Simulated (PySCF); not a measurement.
## Dipole response of Zn⁺ (zinc, charge +1)

[Ar] 3d10 4s1, 2S determinant. All numbers are calculated (PySCF 2.14, a scalar-relativistic core potential, in aug-cc-pVQZ-PP with ECP10MDF (7s7p6d4f3g2h, 135 functions)). Coupled (time-dependent) response in atomic units; α is the mean over directions.

```csv
method,mean α (bohr³),C₆ (like pair),S(−4)
UHF,24.19,105.7,550.2
PBE,17.17,72.41,232.5
```

S(−4) is the Cauchy moment in α(ω) = α(0) + S(−4) ω² + …

α(iu) at PBE:

| u (hartree) | α(iu) (bohr³) |
| --- | --- |
| 0 | 17.17 |
| 0.0500 | 16.61 |
| 0.100 | 15.17 |
| 0.200 | 11.52 |
| 0.300 | 8.580 |
| 0.500 | 5.277 |
| 0.750 | 3.449 |
| 1.00 | 2.540 |
| 1.50 | 1.637 |
| 2.00 | 1.184 |
| 3.00 | 0.7298 |
| 5.00 | 0.3734 |

A single London oscillator, α(iu) = α/(1 + u²/ω²), gives C₆ = (3/4) ω α². Matching the computed C₆ needs ω = 4 × 72.41 / (3 × 17.17²) = 0.327 hartree.

For an ion, C₆ is the dispersion term alone; charge-induced terms of lower order in 1/R come first.

Energies and moments cover only the electrons outside the core potential.
